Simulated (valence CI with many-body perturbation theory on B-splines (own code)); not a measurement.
E1 transitions of Kr²⁹⁺

Calculated by relativistic CI+MBPT: five valence electrons over a frozen Dirac-Fock core [He], a basis of 9 s, 9 p, 8 d, 6 f, 3 g, 1 h functions for each j, with the one-electron correlation potential Σ1 (screened to all orders), the two-electron term Σ2, the three-electron term Σ3, Breit, model QED; selected single and double excitations, second order for the rest (own B-spline code, finite nucleus).

The last digits are not significant, and no measured levels were compared; by estimate large intervals hold to a few tenths of a per cent, small ones and those within an open d or f shell to about a per cent. Among the levels kept, up to 1500 cm⁻¹ of a level comes from second order outside the variational space, and about a tenth of that is noise between levels of different J, which matters for small intervals.

Lines 51 to 100 of 287 in falling wavelength, among levels below 155.97 Ry, chosen from the strongest by gf and those to the six lowest levels. Wavelengths and rates use the calculated energies. Electric multipoles are in the length gauge, E1 and E2 with the static RPA response of the core. Weak lines are less certain than strong ones. Lines between different terms over intervals too small for the method are left out, as are lines whose strength nearly cancels. The highest levels of a list are the least certain.

Levels are named by their leading jj configuration (3d3/2^4 stands for four electrons in 3d with j = 3/2), which in mixed levels can hold well under half, so a name can repeat and another be missing. Letters in brackets count levels of one name in rising energy.

| λ vac (Å) | Upper | Lower | A (s⁻¹) | S (a.u.) with core polarisation | S without |
| --- | --- | --- | --- | --- | --- |
| 217.9 | (2s^2 2p1/2 2p3/2 3d3/2) J=3/2 [b] | (2s^2 2p1/2 2p3/2 3p1/2) J=3/2 [b] | 3.26e+09 | 6.65e-02 | 6.65e-02 |
| 217.9 | (2s^2 2p1/2 2p3/2 3p3/2) J=3/2 [b] | (2s^2 2p1/2 2p3/2 3s) J=3/2 [b] | 5.30e+09 | 1.08e-01 | 1.08e-01 |
| 217.2 | (2s^2 2p3/2^2 3d3/2) J=5/2 | (2s^2 2p3/2^2 3p1/2) J=5/2 | 3.10e+09 | 9.40e-02 | 9.40e-02 |
| 210.5 | (2s^2 2p1/2 2p3/2 3d3/2) J=1/2 [b] | (2s^2 2p1/2 2p3/2 3p1/2) J=3/2 [b] | 5.83e+09 | 5.37e-02 | 5.37e-02 |
| 209.7 | (2s^2 2p1/2 2p3/2 3d3/2) J=3/2 [a] | (2s^2 2p1/2 2p3/2 3p1/2) J=3/2 [a] | 2.63e+09 | 4.79e-02 | 4.79e-02 |
| 209.6 | (2s^2 2p1/2^2 3p3/2) J=3/2 | (2s^2 2p1/2^2 3s) J=1/2 | 1.02e+10 | 1.85e-01 | 1.85e-01 |
| 208.7 | (2s^2 2p1/2 2p3/2 3p1/2) J=3/2 [b] | (2s^2 2p1/2 2p3/2 3s) J=1/2 | 2.98e+09 | 5.35e-02 | 5.35e-02 |
| 207.9 | (2s^2 2p3/2^2 3p3/2) J=3/2 [b] | (2s^2 2p3/2^2 3s) J=1/2 | 9.26e+09 | 1.64e-01 | 1.64e-01 |
| 204.7 | (2s^2 2p1/2 2p3/2 3d3/2) J=5/2 [a] | (2s^2 2p1/2 2p3/2 3p1/2) J=3/2 [a] | 6.34e+09 | 1.61e-01 | 1.61e-01 |
| 204.5 | (2s^2 2p1/2 2p3/2 3p3/2) J=3/2 [a] | (2s^2 2p1/2 2p3/2 3s) J=3/2 [a] | 4.44e+09 | 7.50e-02 | 7.51e-02 |
| 203.4 | (2s^2 2p3/2^2 3d3/2) J=7/2 | (2s^2 2p3/2^2 3p1/2) J=5/2 | 6.96e+09 | 2.31e-01 | 2.31e-01 |
| 203.4 | (2s^2 2p1/2 2p3/2 3d3/2) J=7/2 | (2s^2 2p1/2 2p3/2 3p1/2) J=5/2 | 6.16e+09 | 2.04e-01 | 2.04e-01 |
| 200.5 | (2s^2 2p3/2^2 3d3/2) J=3/2 | (2s^2 2p3/2^2 3p1/2) J=3/2 | 4.25e+09 | 6.77e-02 | 6.76e-02 |
| 199.2 | (2s^2 2p3/2^2 3d3/2) J=5/2 | (2s^2 2p3/2^2 3p1/2) J=3/2 | 2.22e+09 | 5.20e-02 | 5.20e-02 |
| 199.0 | (2s^2 2p1/2^2 3d3/2) J=3/2 | (2s^2 2p1/2^2 3p1/2) J=1/2 | 8.32e+09 | 1.29e-01 | 1.29e-01 |
| 198.9 | (2s^2 2p1/2 2p3/2 3p3/2) J=5/2 [b] | (2s^2 2p1/2 2p3/2 3s) J=3/2 [b] | 7.84e+09 | 1.83e-01 | 1.83e-01 |
| 195.7 | (2s^2 2p1/2 2p3/2 3d3/2) J=3/2 [a] | (2s^2 2p1/2 2p3/2 3p1/2) J=1/2 | 4.92e+09 | 7.29e-02 | 7.28e-02 |
| 191.5 | (2s^2 2p3/2^2 3d5/2) J=3/2 | (2s^2 2p3/2^2 3p3/2) J=1/2 | 3.15e+09 | 4.37e-02 | 4.37e-02 |
| 189.9 | (2s^2 2p1/2 2p3/2 3d3/2) J=1/2 [a] | (2s^2 2p1/2 2p3/2 3p1/2) J=1/2 | 7.41e+09 | 5.01e-02 | 5.01e-02 |
| 187.6 | (2s^2 2p1/2 2p3/2 3p3/2) J=5/2 [b] | (2s^2 2p1/2 2p3/2 3s) J=5/2 | 4.84e+09 | 9.46e-02 | 9.46e-02 |
| 186.8 | (2s^2 2p1/2 2p3/2 3p3/2) J=3/2 [b] | (2s^2 2p1/2 2p3/2 3s) J=1/2 | 3.84e+09 | 4.94e-02 | 4.94e-02 |
| 184.6 | (2s^2 2p3/2^2 3d5/2) J=5/2 | (2s^2 2p3/2^2 3p3/2) J=5/2 | 3.47e+09 | 6.46e-02 | 6.46e-02 |
| 181.7 | (2s 2p1/2^2 2p3/2 3p3/2) J=5/2 | (2s 2p1/2^2 2p3/2 3s) J=5/2 | 4.62e+09 | 8.21e-02 | 8.21e-02 |
| 181.6 | (2s^2 2p1/2 2p3/2 3d5/2) J=3/2 [b] | (2s^2 2p1/2 2p3/2 3p3/2) J=3/2 [a] | 2.69e+09 | 3.18e-02 | 3.18e-02 |
| 178.1 | (2s^2 2p1/2 2p3/2 3d3/2) J=5/2 [b] | (2s^2 2p1/2 2p3/2 3p1/2) J=5/2 | 3.34e+09 | 5.58e-02 | 5.58e-02 |
| 176.7 | (2s^2 2p1/2 2p3/2 3p3/2) J=1/2 [b] | (2s^2 2p1/2 2p3/2 3s) J=3/2 [b] | 1.39e+10 | 7.55e-02 | 7.55e-02 |
| 175.9 | (2s^2 2p3/2^2 3p3/2) J=3/2 [a] | (2s^2 2p3/2^2 3s) J=3/2 | 9.59e+09 | 1.03e-01 | 1.03e-01 |
| 167.0 | (2s^2 2p3/2^2 3p3/2) J=3/2 [a] | (2s^2 2p3/2^2 3s) J=5/2 | 3.02e+09 | 2.77e-02 | 2.77e-02 |
| 156.4 | (2s 2p1/2^2 2p3/2 3s) J=3/2 [b] | (2s^2 2p3/2^2 3s) J=3/2 | 6.20e+09 | 4.69e-02 | 4.69e-02 |
| 155.7 | (2s^2 2p1/2 2p3/2 3p3/2) J=1/2 [b] | (2s^2 2p1/2 2p3/2 3s) J=1/2 | 7.06e+09 | 2.63e-02 | 2.63e-02 |
| 153.4 | (2s 2p1/2^2 2p3/2^2) J=3/2 | (2s^2 2p3/2^3) J=3/2 | 4.12e+08 | 2.94e-03 | 2.95e-03 |
| 150.8 | (2s 2p1/2^2 2p3/2^2) J=1/2 | (2s^2 2p3/2^3) J=3/2 | 8.35e+07 | 2.83e-04 | 2.84e-04 |
| 114.5 | (2s 2p1/2 2p3/2^2 3s) J=7/2 | (2s^2 2p3/2^2 3s) J=5/2 | 6.72e+09 | 3.99e-02 | 4.00e-02 |
| 110.6 | (2s 2p1/2^2 2p3/2^2) J=5/2 | (2s^2 2p1/2 2p3/2^2) J=5/2 | 1.79e+09 | 7.17e-03 | 7.19e-03 |
| 99.35 | (2s 2p1/2^2 2p3/2^2) J=5/2 | (2s^2 2p1/2 2p3/2^2) J=3/2 | 6.14e+09 | 1.78e-02 | 1.79e-02 |
| 97.48 | (2s 2p1/2^2 2p3/2^2) J=3/2 | (2s^2 2p1/2 2p3/2^2) J=1/2 | 1.14e+08 | 2.08e-04 | 2.09e-04 |
| 96.44 | (2s 2p1/2^2 2p3/2^2) J=1/2 | (2s^2 2p1/2 2p3/2^2) J=1/2 | 5.40e+09 | 4.78e-03 | 4.79e-03 |
| 92.74 | (2s 2p1/2 2p3/2^3) J=5/2 | (2s^2 2p3/2^3) J=3/2 | 9.00e+09 | 2.13e-02 | 2.13e-02 |
| 88.88 | (2p1/2^2 2p3/2^3) J=3/2 | (2s 2p1/2 2p3/2^3) J=3/2 [b] | 3.24e+10 | 4.49e-02 | 4.50e-02 |
| 86.20 | (2s 2p1/2^2 2p3/2^2) J=3/2 | (2s^2 2p1/2 2p3/2^2) J=5/2 | 2.84e+09 | 3.59e-03 | 3.60e-03 |
| 85.99 | (2p1/2 2p3/2^4) J=1/2 | (2s 2p3/2^4) J=1/2 | 4.67e+10 | 2.93e-02 | 2.94e-02 |
| 82.57 | (2p1/2^2 2p3/2^3) J=3/2 | (2s 2p1/2 2p3/2^3) J=1/2 | 1.69e+10 | 1.87e-02 | 1.88e-02 |
| 80.92 | (2s 2p1/2 2p3/2^3) J=1/2 | (2s^2 2p3/2^3) J=3/2 | 7.45e+08 | 3.90e-04 | 3.91e-04 |
| 78.51 | (2s 2p1/2^2 2p3/2^2) J=1/2 | (2s^2 2p1/2 2p3/2^2) J=3/2 | 2.28e+09 | 1.09e-03 | 1.09e-03 |
| 77.84 | (2s 2p1/2 2p3/2^2 3s) J=5/2 [a] | (2s^2 2p1/2 2p3/2 3s) J=3/2 [a] | 2.97e+10 | 4.15e-02 | 4.16e-02 |
| 75.66 | (2s 2p1/2 2p3/2^3) J=3/2 [b] | (2s^2 2p3/2^3) J=3/2 | 1.39e+10 | 1.19e-02 | 1.19e-02 |
| 75.41 | (2s 2p1/2 2p3/2^2 3s) J=7/2 | (2s^2 2p1/2 2p3/2 3s) J=5/2 | 1.94e+10 | 3.28e-02 | 3.29e-02 |
| 74.90 | (2s 2p1/2 2p3/2^3) J=3/2 [a] | (2s^2 2p1/2 2p3/2^2) J=1/2 | 2.29e+09 | 1.90e-03 | 1.90e-03 |
| 73.07 | (2p1/2^2 2p3/2^3) J=3/2 | (2s 2p1/2 2p3/2^3) J=5/2 | 6.03e+10 | 4.64e-02 | 4.65e-02 |
| 71.87 | (2s 2p1/2^2 2p3/2^2) J=5/2 | (2s^2 2p1/2^2 2p3/2) J=3/2 | 2.17e+10 | 2.39e-02 | 2.40e-02 |
